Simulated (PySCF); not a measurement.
## Does the structure fit the spectrum?

A compound C₄H₈FNSi₂ gives the data below (simulated from a calculation) and was assigned the structure `N#C/C([SiH3])=C(\[SiH3])CF`.

$^{13}$C{$^{1}$H} NMR (computed): δ 143.2 (CH), 123.3 (C), 115.4 (CH2), 98.4 (C).

$^{1}$H NMR (600 MHz, computed): δ 6.56 (m, 1H), 5.71 (m, 1H), 5.59 (m, 1H), 4.66 (m, 1H), 4.35 (m, 1H), 4.20 (m, 3H).

PySCF 2.14.0 with density-fitted response routines calculation with GIAO PBE0/pcSseg-1 shieldings and structure optimised with GFN2-xTB; one conformer, non-relativistic, isolated molecule, fast rotation and ring inversion assumed for equivalent nuclei.

Scale: $^{1}$H (σ = 31.72 ppm), $^{13}$C (σ = 186.93 ppm) vs TMS (reference shieldings calculated alike).

Problem. Compare with the shifts computed for the proposed structure, pairing carbons in order of shift.

Solution. Atoms are numbered as in `[N:1]#[C:2]/[C:3]([SiH3:4])=[C:5](\[SiH3:6])[CH2:7][F:8]`; H(Xn) means a hydrogen on atom n.

```
atom  computed for proposal  given list  difference
  C5                  177.0       143.2       +33.8
  C2                  124.9       123.3        +1.6
  C3                  123.8       115.4        +8.4
  C7                   92.9        98.4        -5.5
```

The rms difference is 17.6 ppm and the largest +33.8 ppm at C5 (fully substituted alkene carbon). The carbon types in order of shift don't match either: C, C, C, CH2 for the proposal against CH, C, CH2, C in the data. The proposal doesn't fit.

Problem. Which isomer fits?

Solution. SMILES C=C[C@](F)([SiH3])[SiH2]C#N.

1. Carbon types of the structure: 2 × C, 1 × CH, 1 × CH2, leaving 5 H on heteroatoms.
2. δC 143.2: alkene CH; the olefinic region.
3. δC 123.3: nitrile carbon; this is the usual window of a C≡N carbon, which has no attached hydrogen.
4. δC 115.4: terminal =CH2 carbon; an sp2 carbon of a C=C bond.
5. δC 98.4: allylic fully substituted sp3 carbon bonded to F and 2 Si; deshielded by the electronegative neighbour.

Other isomers checked: [H]/N=C\[C@H]([SiH3])C#C[SiH2]F (rms 38.6 ppm).

The data come from this structure; uniqueness wasn't tested.

Splittings by $^{19}$F in the carbon and heteronuclear signals aren't shown, as no couplings were computed. Shifts are as computed. Against solution values, carbons near 30 ppm lie about +3 ppm off and those near 130 ppm about +5 ppm. Of 1211 compounds with measured shifts, 218 miss one by over three times the rms of a fit or turn the order of signals round; such compounds aren't used in these exercises. Multiplicities follow the n + 1 count of equivalent neighbours, as no J values were calculated; m marks all less simple cases, F and P coupling included.
